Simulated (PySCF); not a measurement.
PySCF input (M06-2X/def2-TZVPD):

```python
from pyscf import gto, scf, dft

mol = gto.M(
    atom='''
    B    -0.00276871   -0.00064845    0.90671966
    H     1.16031926    0.00200276    1.41042327
    H    -0.58921149    1.00608022    1.40579906
    H    -0.58399556   -1.01110136    1.40437239
    B     0.00276871    0.00064845   -0.90671966
    H     0.58399556    1.01110136   -1.40437239
    H    -1.16031926   -0.00200276   -1.41042327
    H     0.58921149   -1.00608022   -1.40579906
    ''',
    basis='def2-tzvpd',
    charge=-2,
    spin=2,
    verbose=4,
)

mf = dft.UKS(mol, xc='m062x').density_fit(auxbasis='def2-universal-jkfit')
mf.grids.level = 4
mf.conv_tol = 1e-9
mf.max_cycle = 100
mf.max_memory = 1500
mf.kernel()
if not mf.converged:
    mf = mf.newton()
    mf.kernel(mf.make_rdm1())
for _ in range(2):
    mo, _, stable, _ = mf.stability(return_status=True)
    if stable:
        break
    mf.kernel(mf.make_rdm1(mo, mf.mo_occ))
mf.analyze()
```

Output:

```
PySCF version 2.14.0

[INPUT] verbose = 4
[INPUT] num. atoms = 8
[INPUT] num. electrons = 18
[INPUT] charge = -2
[INPUT] spin (= nelec alpha-beta = 2S) = 2
[INPUT] symmetry False subgroup None
[INPUT] Mole.unit = angstrom
[INPUT] Symbol           X                Y                Z      unit          X                Y                Z       unit  Magmom
[INPUT]  1 B     -0.002768710000  -0.000648450000   0.906719660000 AA   -0.005232103618  -0.001225392905   1.713451829159 Bohr   0.0
[INPUT]  2 H      1.160319260000   0.002002760000   1.410423270000 AA    2.192685618458   0.003784667893   2.665313700013 Bohr   0.0
[INPUT]  3 H     -0.589211490000   1.006080220000   1.405799060000 AA   -1.113448345547   1.901216075142   2.656575209571 Bohr   0.0
[INPUT]  4 H     -0.583995560000  -1.011101360000   1.404372390000 AA   -1.103591666362  -1.910704654575   2.653879194001 Bohr   0.0
[INPUT]  5 B      0.002768710000   0.000648450000  -0.906719660000 AA    0.005232103618   0.001225392905  -1.713451829159 Bohr   0.0
[INPUT]  6 H      0.583995560000   1.011101360000  -1.404372390000 AA    1.103591666362   1.910704654575  -2.653879194001 Bohr   0.0
[INPUT]  7 H     -1.160319260000  -0.002002760000  -1.410423270000 AA   -2.192685618458  -0.003784667893  -2.665313700013 Bohr   0.0
[INPUT]  8 H      0.589211490000  -1.006080220000  -1.405799060000 AA    1.113448345547  -1.901216075142  -2.656575209571 Bohr   0.0

nuclear repulsion = 29.0005784174573
number of shells = 56
number of NR pGTOs = 170
number of NR cGTOs = 128
basis = def2-tzvpd
ecp = {}

******** <class 'pyscf.df.df_jk.DFUKS'> ********
method = DFUKS
initial guess = minao
damping factor = 0
level_shift factor = 0
DIIS = <class 'pyscf.scf.diis.CDIIS'>
diis_start_cycle = 1
diis_space = 8
diis_damp = 0
SCF conv_tol = 1e-09
SCF conv_tol_grad = None
SCF max_cycles = 100
direct_scf = False
number electrons alpha = 10  beta = 8
XC library pyscf.dft.libxc version 7.1.2
    S. Lehtola, C. Steigemann, M. J. T. Oliveira, and M. A. L. Marques,  SoftwareX 7, 1–5 (2018)
XC functionals = m062x
    Y. Zhao and D. G. Truhlar,  Theor. Chem. Acc. 120, 215 (2008)
    Y. Zhao and D. G. Truhlar,  Theor. Chem. Acc. 120, 215 (2008)
radial grids:
    Treutler-Ahlrichs [JCP 102, 346 (1995); DOI:10.1063/1.469408] (M4) radial grids

becke partition: Becke, JCP 88, 2547 (1988); DOI:10.1063/1.454033
pruning grids: <function nwchem_prune>
grids dens level: 4
symmetrized grids: False
atomic radii adjust function: <function treutler_atomic_radii_adjust>
small_rho_cutoff = 0
Set gradient conv threshold to 3.16228e-05
tot grids = 150456
******** <class 'pyscf.df.df.DF'> ********
auxbasis = def2-universal-jkfit
init E= -52.8669620292259
  alpha nocc = 10  HOMO = -4.94869187193103e-05  LUMO = 0.0147067443862792
[...]
  beta  nocc = 8  HOMO = -0.0154685961829893  LUMO = 0.184869454167563
  HOMO = 0.175228398492  LUMO = 0.184869454168  gap/eV = 0.26235
Extra cycle  E= -53.0486101879361  delta_E= -5.85e-11  |g|= 3.3e-06  |ddm|= 0.00284
converged SCF energy = -53.0486101879361  <S^2> = 2.0041011  2S+1 = 3.0027328
uhf_internal: lowest eigs of H = [0.06490234 0.1041251  0.10417495]
<class 'pyscf.df.df_jk.DFUKS'> wavefunction is stable in the internal stability analysis
**** SCF Summaries ****
Total Energy =                         -53.048610187936077
Nuclear Repulsion Energy =              29.000578417457330
One-electron Energy =                 -131.927372179788421
Two-electron Energy =                   49.878183574395010
Two-electron Coulomb Energy =           60.324789509219187
DFT Exchange-Correlation Energy =      -10.446605934824181
HOMO-LUMO gap [eV] =                     0.262346487633593
**** MO energy ****
                             alpha | beta                alpha | beta
MO #1   energy= -6.70916767324136  | -6.70677060285071  occ= 1 | 1
MO #2   energy= -6.70884699277166  | -6.7066597543551   occ= 1 | 1
MO #3   energy= -0.312689527365746 | -0.275954454111288 occ= 1 | 1
MO #4   energy= -0.219003807999375 | -0.198044555308103 occ= 1 | 1
MO #5   energy= -0.0794345381407188 | -0.0691837487911082 occ= 1 | 1
MO #6   energy= -0.0794278860177821 | -0.069179090426181 occ= 1 | 1
MO #7   energy= -0.0260537627144259 | -0.0154759221503468 occ= 1 | 1
MO #8   energy= -0.0220933012425364 | -0.0154685961829893 occ= 1 | 1
MO #9   energy= -0.0220902669070247 | 0.184869454167563  occ= 1 | 0
MO #10  energy= 0.175228398491797  | 0.248301190988026  occ= 1 | 0
MO #11  energy= 0.211554868377529  | 0.258657674536342  occ= 0 | 0
MO #12  energy= 0.272898941851194  | 0.292201664927691  occ= 0 | 0
MO #13  energy= 0.272922419488159  | 0.292209405549953  occ= 0 | 0
MO #14  energy= 0.27380144572642   | 0.295421507870231  occ= 0 | 0
MO #15  energy= 0.273852448702716  | 0.295440881225776  occ= 0 | 0
MO #16  energy= 0.290496854348291  | 0.300976406195816  occ= 0 | 0
MO #17  energy= 0.30764393172711   | 0.327141177666411  occ= 0 | 0
MO #18  energy= 0.316623886818146  | 0.327153555175446  occ= 0 | 0
MO #19  energy= 0.319805645494641  | 0.338529995676812  occ= 0 | 0
MO #20  energy= 0.319816468818483  | 0.351079669723807  occ= 0 | 0
MO #21  energy= 0.320876978638052  | 0.351080527141875  occ= 0 | 0
MO #22  energy= 0.321016971808769  | 0.36981669281916   occ= 0 | 0
MO #23  energy= 0.336505482281418  | 0.36983152120901   occ= 0 | 0
MO #24  energy= 0.348789150684595  | 0.455577255337941  occ= 0 | 0
MO #25  energy= 0.348906161212819  | 0.459133793376593  occ= 0 | 0
MO #26  energy= 0.436241533113501  | 0.479894568040913  occ= 0 | 0
MO #27  energy= 0.436312636286146  | 0.479918565376986  occ= 0 | 0
MO #28  energy= 0.473563938005608  | 0.493893042315052  occ= 0 | 0
MO #29  energy= 0.498132067310227  | 0.524392914844088  occ= 0 | 0
MO #30  energy= 0.498139132840097  | 0.525843272366971  occ= 0 | 0
MO #31  energy= 0.507450540210883  | 0.525845912649083  occ= 0 | 0
MO #32  energy= 0.516860358928536  | 0.526636429154252  occ= 0 | 0
MO #33  energy= 0.527459144405802  | 0.533659574487059  occ= 0 | 0
MO #34  energy= 0.530396044506806  | 0.533673427341399  occ= 0 | 0
MO #35  energy= 0.530505866241565  | 0.571060437694218  occ= 0 | 0
MO #36  energy= 0.534698226846025  | 0.579977615618269  occ= 0 | 0
MO #37  energy= 0.561713679213116  | 0.580103244932766  occ= 0 | 0
MO #38  energy= 0.561838959332244  | 0.580115082805309  occ= 0 | 0
MO #39  energy= 0.582085006037321  | 0.595211679111186  occ= 0 | 0
MO #40  energy= 0.591937612784803  | 0.607085306468995  occ= 0 | 0
MO #41  energy= 0.591937875736618  | 0.607098623261408  occ= 0 | 0
MO #42  energy= 0.592196337036779  | 0.618493862303896  occ= 0 | 0
MO #43  energy= 0.601691023858073  | 0.61850035539902   occ= 0 | 0
MO #44  energy= 0.601704015695171  | 0.634101635121496  occ= 0 | 0
MO #45  energy= 0.640088423406142  | 0.654016281083608  occ= 0 | 0
MO #46  energy= 0.640228023339566  | 0.654018905005506  occ= 0 | 0
MO #47  energy= 0.681668966023179  | 0.696846824673232  occ= 0 | 0
MO #48  energy= 0.681704421472477  | 0.696852070174109  occ= 0 | 0
MO #49  energy= 0.684635574835496  | 0.705340340050438  occ= 0 | 0
MO #50  energy= 0.692484582973391  | 0.705356776114728  occ= 0 | 0
MO #51  energy= 0.697149160807845  | 0.722267342005923  occ= 0 | 0
MO #52  energy= 0.697310227421065  | 0.727044560045489  occ= 0 | 0
MO #53  energy= 0.740089201453212  | 0.778464630532959  occ= 0 | 0
MO #54  energy= 0.745040266981795  | 0.796512328559     occ= 0 | 0
MO #55  energy= 0.813491457170866  | 0.836937301453294  occ= 0 | 0
MO #56  energy= 0.813533497805495  | 0.836939257604732  occ= 0 | 0
MO #57  energy= 0.912168118758487  | 0.937146937800465  occ= 0 | 0
MO #58  energy= 0.912207026727156  | 0.937147208414862  occ= 0 | 0
MO #59  energy= 0.926315832450511  | 0.957413166655524  occ= 0 | 0
MO #60  energy= 0.986275136171782  | 1.01577276766702   occ= 0 | 0
MO #61  energy= 1.00708321929292   | 1.03075359519414   occ= 0 | 0
MO #62  energy= 1.01040441322242   | 1.03215804395593   occ= 0 | 0
MO #63  energy= 1.01041461556836   | 1.0321584197538    occ= 0 | 0
MO #64  energy= 1.05463721566342   | 1.0667040055506    occ= 0 | 0
MO #65  energy= 1.05465255136189   | 1.0667047745111    occ= 0 | 0
MO #66  energy= 1.12887872503511   | 1.13482061645655   occ= 0 | 0
MO #67  energy= 1.12891173360276   | 1.13482135860178   occ= 0 | 0
MO #68  energy= 1.16909860940537   | 1.2059559442034    occ= 0 | 0
MO #69  energy= 1.30601293493583   | 1.30919216353345   occ= 0 | 0
MO #70  energy= 1.30603689081464   | 1.30919666391749   occ= 0 | 0
MO #71  energy= 1.42421874818196   | 1.44926189221748   occ= 0 | 0
MO #72  energy= 1.43878996680113   | 1.45320845899264   occ= 0 | 0
MO #73  energy= 1.53468842243179   | 1.54909153511432   occ= 0 | 0
MO #74  energy= 1.53472970385715   | 1.54909174305443   occ= 0 | 0
MO #75  energy= 1.56668925200384   | 1.58133623749681   occ= 0 | 0
MO #76  energy= 1.56673518884341   | 1.58133901513309   occ= 0 | 0
MO #77  energy= 1.63534365563786   | 1.68908140385937   occ= 0 | 0
MO #78  energy= 1.66916331605947   | 1.69441826022002   occ= 0 | 0
MO #79  energy= 1.80316859712528   | 1.81462785876069   occ= 0 | 0
MO #80  energy= 1.83260407261451   | 1.84258254297074   occ= 0 | 0
MO #81  energy= 1.88487869104902   | 1.91251906939809   occ= 0 | 0
MO #82  energy= 1.88488551260664   | 1.91252010236366   occ= 0 | 0
MO #83  energy= 1.94291497004006   | 1.98713647665776   occ= 0 | 0
MO #84  energy= 2.04194488992352   | 2.06507827512875   occ= 0 | 0
MO #85  energy= 2.04195399261731   | 2.06508136769365   occ= 0 | 0
MO #86  energy= 2.08589400520746   | 2.1016511341063    occ= 0 | 0
MO #87  energy= 2.0859116520415    | 2.10165619419093   occ= 0 | 0
MO #88  energy= 2.15286794546803   | 2.185992505858     occ= 0 | 0
MO #89  energy= 2.15287980732605   | 2.18600927468995   occ= 0 | 0
MO #90  energy= 2.19304647149193   | 2.20379811662248   occ= 0 | 0
MO #91  energy= 2.23740652481946   | 2.27887679128746   occ= 0 | 0
MO #92  energy= 2.30350085145112   | 2.33999554106343   occ= 0 | 0
MO #93  energy= 2.3035067371899    | 2.34002123095964   occ= 0 | 0
MO #94  energy= 2.31857282987631   | 2.36640677770814   occ= 0 | 0
MO #95  energy= 2.33745624481269   | 2.38249871057943   occ= 0 | 0
MO #96  energy= 2.33746963927375   | 2.3825221197211    occ= 0 | 0
MO #97  energy= 2.39208254556261   | 2.4012562568555    occ= 0 | 0
MO #98  energy= 2.39209018273204   | 2.40126657301741   occ= 0 | 0
MO #99  energy= 2.43101148490087   | 2.43020466999591   occ= 0 | 0
MO #100 energy= 2.43101848243126   | 2.43020970059221   occ= 0 | 0
MO #101 energy= 2.44604112207382   | 2.47188619193468   occ= 0 | 0
MO #102 energy= 2.59024930661646   | 2.60531148465562   occ= 0 | 0
MO #103 energy= 2.60659929721752   | 2.61987156016078   occ= 0 | 0
MO #104 energy= 2.60660202600155   | 2.61987252427486   occ= 0 | 0
[...]
```

This state (charge -2, triplet) is run at the relaxed geometry of the species with charge -2 and multiplicity 1, and is a spin state other than that species' own.
